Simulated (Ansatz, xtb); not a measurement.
**Two isomers of C5H6ClN**

Structure X is `N#C[C@H]1C[C@@H](Cl)C1`, a singlet and structure Y is `N#C[C@H]1C[C@H](Cl)C1`, a singlet. Both are isolated molecules in the gas phase, relaxed with PBE-D3(BJ)/def2-SVP.

Task: Which of the two would you expect CCSD(T)/def2-SVP + ΔMP2/def2-TZVPP electronic energies to favour?

Result: CCSD(T)/def2-SVP + ΔMP2/def2-TZVPP gives E(Y) − E(X) = +0.32 kcal/mol, slightly favouring structure X, which is too small a margin to settle the true order.

Level by level:

```json
{"level": "GFN2-xTB", "geometry": "GFN2-xTB", "E(Y) − E(X) (kcal/mol)": "−0.22", "departure from the last row (kcal/mol)": "−0.54", "job, with rough time for the two": "optimisation, 0.27 s"}
{"level": "HF/STO-3G", "geometry": "GFN2-xTB", "E(Y) − E(X) (kcal/mol)": "+0.45", "departure from the last row (kcal/mol)": "+0.13", "job, with rough time for the two": "single point, 0.52 s"}
{"level": "r2SCAN-D4/def2-SVP", "geometry": "GFN2-xTB", "E(Y) − E(X) (kcal/mol)": "+0.15", "departure from the last row (kcal/mol)": "−0.17", "job, with rough time for the two": "single point, 6.6 s"}
{"level": "PBE-D3(BJ)/def2-SVP", "geometry": "PBE-D3(BJ)/def2-SVP", "E(Y) − E(X) (kcal/mol)": "+0.40", "departure from the last row (kcal/mol)": "+0.08", "job, with rough time for the two": "optimisation, 41 s"}
{"level": "HF/def2-SVP", "geometry": "PBE-D3(BJ)/def2-SVP", "E(Y) − E(X) (kcal/mol)": "+0.41", "departure from the last row (kcal/mol)": "+0.09", "job, with rough time for the two": "part of the CCSD(T) run"}
{"level": "MP2/def2-SVP", "geometry": "PBE-D3(BJ)/def2-SVP", "E(Y) − E(X) (kcal/mol)": "+0.46", "departure from the last row (kcal/mol)": "+0.13", "job, with rough time for the two": "part of the CCSD(T) run"}
{"level": "CCSD(T)/def2-SVP", "geometry": "PBE-D3(BJ)/def2-SVP", "E(Y) − E(X) (kcal/mol)": "+0.43", "departure from the last row (kcal/mol)": "+0.11", "job, with rough time for the two": "single point"}
{"level": "CCSD(T)/def2-SVP + ΔMP2/def2-TZVPP", "geometry": "PBE-D3(BJ)/def2-SVP", "E(Y) − E(X) (kcal/mol)": "+0.32", "departure from the last row (kcal/mol)": "", "job, with rough time for the two": "single point, 96 s"}
```

As drawn, both hold the same kinds of bond in the same numbers.

The largest departure from CCSD(T)/def2-SVP + ΔMP2/def2-TZVPP is that of GFN2-xTB, 0.54 kcal/mol. The last row adds to CCSD(T) the change of the MP2 difference between the two basis sets, here −0.11 kcal/mol.

With thermal terms from frequencies at re-optimised GFN2-xTB minima (ideal gas, soft modes damped towards free rotors, one conformer each, 298.15 K, 1 atm): the zero-point term adds −0.03 kcal/mol; ΔH is +0.32 and ΔG +0.27 kcal/mol.

The correlated steps freeze 11 core orbitals. Codes used: Ansatz 0.2.0, xtb 6.7.1; the last row on 2 threads of Arm Neoverse V1 on a shared host.
